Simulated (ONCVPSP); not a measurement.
**What one change does to a pseudopotential (Sb (Z = 51), ONCV)**

antimony, optimised norm-conserving Vanderbilt (ONCV), made with ONCVPSP 4.0.1 (PBEsol, scalar-relativistic). Core [Ar] 3d10, reference 4s2 4p6 4d10 5s1.5 5p3.5. Waves: 4s+5s: rc 1.50 bohr, ncon 4, nbas 8, qcut 9.6 1/bohr, 3 projectors, debl 0.9 Ha; 4p+5p: rc 1.60 bohr, ncon 5, nbas 8, qcut 8.7 1/bohr, 2 projectors; 4d: rc 1.05 bohr, ncon 4, nbas 7, qcut 9.3 1/bohr, 3 projectors, debl 2.3 Ha. Local part: polynomial inside 0.70 bohr (lpopt 4, dvloc0 0 Ha). Core correction: Teter function, fcfact 2.5, rcfact 1.05.

All-electron outer shells of the reference configuration (PBEsol, scalar-relativistic, ld1.x):

```csv
shell,level (eV),outermost node (bohr),outermost maximum (bohr)
3p,-750.80,0.13,0.29
3d,-516.57,–,0.24
4s,-149.36,0.39,0.73
4p,-102.37,0.39,0.76
4d,-34.16,0.38,0.84
5s,-13.28,0.95,1.88
5p,-5.14,1.04,2.32
```

Change: p: rc 2.34.

Cutoffs: the cutoffs (Ha) at which the residual kinetic energy of the hardest occupied pseudo-wave falls to 1 and 0.1 mHa per electron; they do not see the model core or the augmentation charge, which bear on the density cutoff. Errors are all-electron minus pseudo energies relative to the spin-unpolarised reference configuration.

Task: How do hardness, ghosts and transferability respond?

Result: The potential gets neither clearly harder nor softer (49 Ha and 136 Ha → 49 Ha and 136 Ha); the d channel sets the loose cutoff, while the largest relative change is in p, which becomes softer; the errors of the 4 common tests hardly move; neither file shows a bound ghost.

| quantity | base | changed |
| --- | --- | --- |
| cutoff, loose | 49 Ha | 49 Ha |
| cutoff, tight | 136 Ha | 136 Ha |
| loose cutoff by channel | s 29 Ha, p 26 Ha, d 49 Ha | s 29 Ha, p 22 Ha, d 49 Ha |
| bound ghosts | none | none |
| GHOST(+) flags under 300 eV | none | none |
| error for 4s2 4p6 4d10 5s2 5p3, meV [ΔE -4.04 eV] | +0.1 | +0.1 |
| error for 4s2 4p6 4d10 5s2 5p2, meV [ΔE 4.30 eV] | -1.6 | -1.9 |
| error for 4s2 4p6 4d10 5s2 5p1, meV [ΔE 20.31 eV] | -5.3 | -5.9 |
| error for 4s2 4p6 4d10 5s1 5p3, meV [ΔE 13.06 eV] | -2.5 | -2.7 |
| s: phases at 1.52 bohr within 0.05 rad from the reference energy up to (Ha; the scan ends near 5) | to the end of the scan | to the end of the scan |
| d: phases at 1.07 bohr within 0.05 rad from the reference energy up to (Ha; the scan ends near 5) | to the end of the scan | to the end of the scan |
| rms error of d²Exc/dni dnj with the model core, mHa | 1.35 | 1.27 |
